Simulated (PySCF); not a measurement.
C₂H₇NSi₂, SMILES N[Si@@H]1C=C[SiH2]1. Atoms are numbered in the order given.

```xyz
12

N      2.2357    -0.7120     0.1157
Si     0.8234     0.1288    -0.4543
C     -0.1232     1.4070     0.6009
C     -1.4005     0.9231     0.6598
Si    -1.3413    -0.7749    -0.1954
H      2.2327    -1.1832     1.0224
H      3.1693    -0.3731    -0.1252
H      1.2262     0.6909    -1.7935
H      0.1786     2.3696     1.0594
H     -2.2381     1.4688     1.1354
H     -2.3048    -0.9948    -1.3373
H     -1.5199    -1.9306     0.7607
```
Charge 0, spin multiplicity 1.

Geometry optimised at PBE-D3(BJ)/def2-SVP. The structure was generated by enumeration; whether it is a known compound was not checked. Other conformers were not sampled.

The numbers are results of PySCF with PBE-D3(BJ)/def2-SVP, not measurements.

Frequencies are harmonic and unscaled.

**Question.** List the normal modes with their intensities. (An estimate is asked for; the answer gives what the named calculation found.)

**Answer.** 
```
mode  ν (cm⁻¹)  IR (km/mol)  moving atoms (share of kinetic energy)
----  --------  -----------  --------------------------------------
1          115          6.5         H 34 %, C 24 %, N 22 %, Si 20 %
2          147          4.6         H 37 %, N 28 %, Si 19 %, C 16 %
3          243         70.2                  H 76 %, N 13 %, Si 9 %
4          277         12.3                 H 54 %, C 27 %, Si 13 %
5          337         97.9                 H 72 %, N 15 %, Si 10 %
6          399         19.7         Si 41 %, H 27 %, C 17 %, N 15 %
7          423          4.9                 Si 62 %, C 24 %, H 14 %
8          481         10.1                 H 56 %, Si 30 %, C 15 %
9          571          3.8                                  H 90 %
10         620         29.6                                  H 90 %
11         649         14.3                 H 47 %, C 33 %, Si 16 %
12         684         19.7                  H 58 %, C 33 %, Si 8 %
13         712         36.2                 H 54 %, C 33 %, Si 12 %
14         737         86.5                 H 53 %, C 26 %, Si 22 %
15         780         72.2                          H 78 %, C 12 %
16         844         66.0                 N 43 %, Si 31 %, H 25 %
17         890        186.8                 H 75 %, Si 13 %, N 11 %
18         920         87.2                                  H 90 %
19         985          0.0                          H 77 %, C 23 %
20        1016          2.9                                  H 96 %
21        1224         17.4                          H 64 %, C 35 %
22        1485         35.2                          H 89 %, N 10 %
23        1501          0.2                                  C 95 %
24        2126        133.0                                  H 98 %
25        2133         78.6                                  H 96 %
26        2146        149.6                                  H 97 %
27        3041         13.7                                  H 92 %
28        3066         29.2                           H 91 %, C 9 %
29        3497         27.6                                  H 96 %
30        3598         26.5                           H 91 %, N 9 %
```
